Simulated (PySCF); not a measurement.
Compound: C4H3ClO3S.
Z-matrix (Å and degrees, GFN2-xTB geometry), rows numbered from 1:
```
O 
S   1  1.4245
O   2  1.4224  1  120.14
Cl  2  2.0390  1  107.15  3   122.69
C   2  1.7617  1  108.95  3  -129.32
C   5  1.3619  2  131.36  1   -12.07
C   6  1.4152  5  105.22  2  -178.23
C   7  1.3648  6  105.96  5     0.33
O   5  1.3394  2  117.17  1   170.29
H   6  1.0697  5  126.43  2     2.25
H   7  1.0702  6  126.91  5  -179.71
H   8  1.0722  7  131.78  6   179.92
```

Computed at PBE0/pcSseg-1 (PySCF, non-relativistic), with Q(17O) = −0.0256 b, Q(33S) = −0.0678 b, Q(35Cl) = −0.0817 b: O1, 17O (I = 5/2): χzz = -7.864 MHz, η = 0.146; S2, 33S (I = 3/2): χzz = -12.29 MHz, η = 0.664; Cl4, 35Cl (I = 3/2): χzz = -70.62 MHz, η = 0.061; O9, 17O (I = 5/2): χzz = -8.925 MHz, η = 0.006.

(1) Find the zero-field quadrupole resonance frequencies of 17O at O1.

(2) Where would the pure quadrupole (NQR) lines of 33S at S2 fall for the rigid, isolated species?

(3) Find the zero-field quadrupole resonance frequencies of 35Cl at Cl4.

(4) Where would the pure quadrupole (NQR) lines of 17O at O9 fall for the rigid, isolated species?

(5) Apply the simplest Townes–Dailey estimate (no s hybridisation, no π bonding), ionic character = 1 − χzz/χ0, where χ0 is the coupling for one missing p electron along the bond: −109.74 MHz for 35Cl.

Results:

(1) From the eigenvalues of H = χ/[4I(2I − 1)] × [3Iz² − I(I + 1) + η(Ix² − Iy²)], steps between neighbouring levels, labelled as for η = 0: ±1/2↔±3/2 1.207 MHz, ±3/2↔±5/2 2.349 MHz (sulfonyl oxygen).

(2) From ν = (|χ|/2)√(1 + η²/3): ν = 6.580 MHz (sulfonyl sulfur).

(3) From ν = (|χ|/2)√(1 + η²/3): ν = 35.33 MHz (chlorine bonded to S). For 37Cl the ratio of quadrupole moments, 0.7881, gives 27.85 MHz.

(4) From the eigenvalues of H = χ/[4I(2I − 1)] × [3Iz² − I(I + 1) + η(Ix² − Iy²)], steps between neighbouring levels, labelled as for η = 0: ±1/2↔±3/2 1.339 MHz, ±3/2↔±5/2 2.677 MHz (furan-type oxygen).

(5) Cl4 on S2: 1 − (-70.62)/(-109.74) = 0.36. In this model a purely covalent bond gives χ0 and a free halide ion gives zero; s hybridisation or π bonding, where present, is counted here as ionic character.

In a crystal, neighbours and librations shift these lines. GFN2-xTB bond lengths can be off by several hundredths of an ångström, more for odd bonds, and the gradients follow them. With a basis this small, the couplings can be 20 % off.

These values come from a run that also computed NMR shieldings. Time: 21 s; peak memory 0.81 GiB. Hardware: one thread of an Arm Neoverse V2, on a shared host.

One conformer stands for the species.
